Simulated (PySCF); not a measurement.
Cu(Cl)(OH2) (ClCuH2O), SMILES [OH2]->[Cu][Cl], multiplicity 1.

Coordinates come from a B3LYP-D3(BJ)/def2-TZVP optimisation. The spin state was assumed, not searched.

Two levels are set side by side: TDDFT-PBE/def2-SVPD (PySCF) and TDDFT-PBE0/def2-SVPD (PySCF). Vertical, same geometry. The lowest singlet is HOMO→LUMO 100 % with PBE and HOMO→LUMO 89 % with the other functional; states are paired by order. Differences are taken from unrounded values.

```csv
quantity,TDDFT-PBE0,TDDFT-PBE,TDDFT-PBE minus TDDFT-PBE0
lowest singlet excitation (eV),3.88,2.85,-1.03
lowest triplet excitation (TDA) (eV),3.50,2.72,-0.78
```

Functionals without exact exchange tend to place singlet excitations lower, as here. Differences between two approximate levels are no errors against the true value.

Rough cost on one machine, each run with all the roots and properties that it gave: TDDFT-PBE0 against TDDFT-PBE about 3 times.
